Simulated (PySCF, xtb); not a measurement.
C₄H₃BO, SMILES C#CB(O)C#C.

Geometry: PBE-D3(BJ)/def2-SVP. Other conformers were not sampled.

These are IEF-PCM-B3LYP/def2-SVP (PySCF) values and carry that method's errors.

The values are the electrostatic part of the solvation free energy, E(continuum) − E(gas) at the gas-phase geometry, in a cavity of scaled van der Waals radii (PySCF's table); cavitation and dispersion terms are not included. In vacuum the orbital gap is 5.78 eV. The dipole moment in vacuum is 1.56 D.

Q: Estimate the values in water (ε = 78.36), benzene (ε = 2.27), 2-propanol (ε = 19.26). (Estimate from the structure and the level; the computed values follow.)

A: 
```json
[
 {"solvent": "water", "ε": "78.36", "ΔG(elec) (kcal/mol)": "-7.3", "dipole (D)": "1.94", "gap (eV)": "5.87"},
 {"solvent": "benzene", "ε": "2.27", "ΔG(elec) (kcal/mol)": "-3.1", "dipole (D)": "1.72", "gap (eV)": "5.82"},
 {"solvent": "2-propanol", "ε": "19.26", "ΔG(elec) (kcal/mol)": "-6.8", "dipole (D)": "1.92", "gap (eV)": "5.87"}
]
```

For comparison, GFN2-xTB/ALPB(water) (xtb, at the GFN2-xTB geometry, all terms of that model) gives -5.4 kcal/mol.
